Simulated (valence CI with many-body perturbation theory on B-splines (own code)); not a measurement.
E1 transitions of Te II

Computed by relativistic CI+MBPT: five valence electrons over a frozen Dirac-Fock core [Kr] 4d10, radial functions for each j: 9 s, 9 p, 8 d, 6 f, 3 g, 1 h, with the one-electron correlation potential Σ1 (screened to all orders), the two-electron term Σ2, the three-electron term Σ3, Breit, model QED; selected single and double excitations, second order for the rest, scaled by the run's own slope (own B-spline code, finite nucleus).

Set against measurement, 14 paired levels are off by 107 cm⁻¹ on average, the worst by 342. These come from a selection out of the NIST Handbook of Basic Atomic Spectroscopic Data. Levels without a partner in it may be off by more. Among the levels kept, up to 1100 cm⁻¹ of a level comes from second order outside the variational space, and about a tenth of that is noise between levels of different J, which matters for small intervals.

Lines 151 to 200 of 233 in falling wavelength, among levels below 13.317 eV, chosen from the strongest by gf and those to the six lowest levels. Wavelengths and rates use the calculated energies, so an error of 100 cm⁻¹ moves a line at 1411 Å by 0.14 % and its rate by three times that or more. Electric multipoles are in the length gauge, E1 and E2 with the static RPA response of the core. Weak lines are less certain than strong ones. Lines between different terms over intervals too small for the method are left out, as are lines whose strength nearly cancels. The highest levels of a list are the least certain.

Names give the largest LS component (configuration and term), which can be under half, so a name can repeat, a term be missing and a line seem to break the LS rules; names also repeat where a configuration has a term twice. Letters in brackets count levels of one name in rising energy.

```
λ vac (Å)                Upper           Lower   A (s⁻¹)  log gf  Branch %
     1441      5s²5p²5d ²P_3/2  5s²5p³ ²D°_5/2  4.93e+07   -1.21      39.9
     1421      5s²5p²6s ⁴P_3/2  5s²5p³ ²D°_5/2  2.49e+07   -1.52       3.8
     1411         5s5p⁴ ⁴P_5/2  5s²5p³ ⁴S°_3/2  9.12e+05   -2.79      30.6
     1410      5s²5p²6s ²D_5/2  5s²5p³ ²P°_3/2  4.54e+07   -1.09       4.4
     1403      5s²5p²6s ²D_3/2  5s²5p³ ²P°_3/2  3.77e+08   -0.35      40.5
     1398      5s²5p²5d ⁴D_3/2  5s²5p³ ²P°_1/2  2.92e+07   -1.47       8.9
     1397      5s²5p²5d ²P_3/2  5s²5p³ ²D°_3/2  2.78e+07   -1.49      22.5
     1388  5s²5p²5d ⁴D_1/2 [b]  5s²5p³ ²P°_1/2  1.22e+08   -1.15      33.6
     1379      5s²5p²5d ⁴F_5/2  5s²5p³ ²D°_5/2  4.91e+06   -2.08       3.5
     1378      5s²5p²6s ⁴P_3/2  5s²5p³ ²D°_3/2  2.04e+07   -1.63       3.1
     1376      5s²5p²5d ⁴F_3/2  5s²5p³ ²D°_5/2  8.49e+07   -1.02      77.3
     1365      5s²5p²6s ⁴P_5/2  5s²5p³ ²D°_5/2  1.43e+08   -0.62      17.6
     1361      5s²5p²6s ²P_1/2  5s²5p³ ²D°_3/2  8.22e+08   -0.34      87.2
     1346         5s5p⁴ ²D_3/2  5s²5p³ ²D°_5/2  3.30e+08   -0.44      81.7
     1339      5s²5p²5d ⁴F_5/2  5s²5p³ ²D°_3/2  4.46e+07   -1.14      32.0
     1338      5s²5p²6s ²D_3/2  5s²5p³ ²P°_1/2  1.70e+06   -2.74       0.2
     1337         5s5p⁴ ²D_5/2  5s²5p³ ²D°_5/2  2.26e+05   -3.44       0.6
     1336      5s²5p²5d ⁴F_3/2  5s²5p³ ²D°_3/2  4.07e+06   -2.36       3.7
     1327      5s²5p²5d ⁴P_5/2  5s²5p³ ²P°_3/2  9.61e+06   -1.82       0.2
     1327      5s²5p²5d ⁴F_7/2  5s²5p³ ²D°_5/2  2.61e+07   -1.26     100.0
     1325      5s²5p²6s ⁴P_5/2  5s²5p³ ²D°_3/2  3.66e+05   -3.24       0.0
     1316         5s5p⁴ ⁴P_1/2  5s²5p³ ⁴S°_3/2  1.58e+07   -2.09      80.5
     1309      5s²5p²5d ²F_5/2  5s²5p³ ²D°_5/2  5.66e+05   -3.06       0.5
     1308         5s5p⁴ ²D_3/2  5s²5p³ ²D°_3/2  2.24e+07   -1.64       5.5
     1307      5s²5p²6s ²P_3/2  5s²5p³ ²D°_5/2  3.48e+08   -0.45      60.1
     1301      5s²5p²5d ⁴P_3/2  5s²5p³ ²P°_3/2  1.97e+05   -3.70       0.0
     1299         5s5p⁴ ²D_5/2  5s²5p³ ²D°_3/2  5.11e+06   -2.11      13.2
     1298      5s²5p²5d ²S_1/2  5s²5p³ ²P°_3/2  1.83e+08   -1.03      10.7
     1279      5s²5p²5d ⁴P_1/2  5s²5p³ ²P°_3/2  5.40e+07   -1.58       1.2
     1278      5s²5p²5d ²F_7/2  5s²5p³ ²D°_5/2  2.83e+06   -2.26     100.0
     1277      5s²5p²5d ²D_3/2  5s²5p³ ²P°_3/2  1.79e+08   -0.76       6.9
     1275  5s²5p²5d ⁴D_1/2 [a]  5s²5p³ ²D°_3/2  1.25e+08   -1.21      54.8
     1274      5s²5p²6s ⁴P_1/2  5s²5p³ ⁴S°_3/2  6.37e+08   -0.51      82.7
     1272      5s²5p²5d ²F_5/2  5s²5p³ ²D°_3/2  5.05e+07   -1.13      48.4
     1271      5s²5p²6s ²P_3/2  5s²5p³ ²D°_3/2  7.54e+07   -1.14      13.0
     1268      5s²5p²5d ²D_5/2  5s²5p³ ²P°_3/2  8.47e+07   -0.91       1.9
     1255      5s²5p²5d ⁴D_3/2  5s²5p³ ²D°_5/2  5.68e+07   -1.27      17.2
     1245      5s²5p²5d ⁴D_5/2  5s²5p³ ²D°_5/2  1.82e+07   -1.59       3.3
     1245      5s²5p²5d ⁴P_3/2  5s²5p³ ²P°_1/2  1.73e+08   -0.79       3.3
     1242      5s²5p²5d ²S_1/2  5s²5p³ ²P°_1/2  2.12e+07   -2.01       1.2
     1225      5s²5p²5d ⁴P_1/2  5s²5p³ ²P°_1/2  5.56e+07   -1.60       1.2
     1222      5s²5p²5d ²P_3/2  5s²5p³ ⁴S°_3/2  4.45e+07   -1.40      36.0
     1222      5s²5p²5d ²D_3/2  5s²5p³ ²P°_1/2  1.02e+09   -0.04      39.1
     1222      5s²5p²5d ⁴D_3/2  5s²5p³ ²D°_3/2  1.24e+08   -0.96      37.5
     1214  5s²5p²5d ⁴D_1/2 [b]  5s²5p³ ²D°_3/2  2.25e+08   -1.00      61.8
     1212      5s²5p²5d ⁴D_5/2  5s²5p³ ²D°_3/2  1.03e+08   -0.87      18.7
     1211      5s²5p²6s ²D_5/2  5s²5p³ ²D°_5/2  6.43e+08   -0.07      62.0
     1208      5s²5p²6s ⁴P_3/2  5s²5p³ ⁴S°_3/2  6.14e+08   -0.27      92.8
     1206      5s²5p²6s ²D_3/2  5s²5p³ ²D°_5/2  9.60e+07   -1.08      10.3
     1195      5s²5p²6s ²P_1/2  5s²5p³ ⁴S°_3/2  4.60e+07   -1.71       4.9
```
